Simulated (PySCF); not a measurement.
B(GeH3)(Me)2 (C2H9BGe), SMILES [B]([GeH3])(C)C.

Coordinates come from a PBE0-D3(BJ)/def2-SVP optimisation.

Two levels are set side by side: PBE/def2-TZVP (PySCF) and PBE0/def2-TZVP (PySCF). Same geometry, gas phase. Differences are taken from unrounded values.

```
quantity                      PBE0
---------------------------  -----
orbital gap (eV)              6.29
highest occupied level (eV)  -7.53
lowest empty level (eV)      -1.24
dipole moment (D)             1.58
mean polarisability (bohr³)   72.9
```

What does PBE give, and how far is it from PBE0? (An estimate is asked for; the answer gives what the named calculation found.)


```tsv
quantity	PBE	PBE minus PBE0
orbital gap (eV)	4.17	-2.12
highest occupied level (eV)	-6.37	1.16
lowest empty level (eV)	-2.20	-0.96
dipole moment (D)	1.59	0.01
mean polarisability (bohr³)	75.8	2.9
```

Without exact exchange PBE keeps part of each electron's self-repulsion, which lifts occupied levels and narrows the gap. Loosely held outer electrons make PBE densities more polarisable. Differences between two approximate levels are no errors against the true value.

Rough cost on one machine, each run with all the roots and properties that it gave: PBE0 against PBE within a factor of 2.
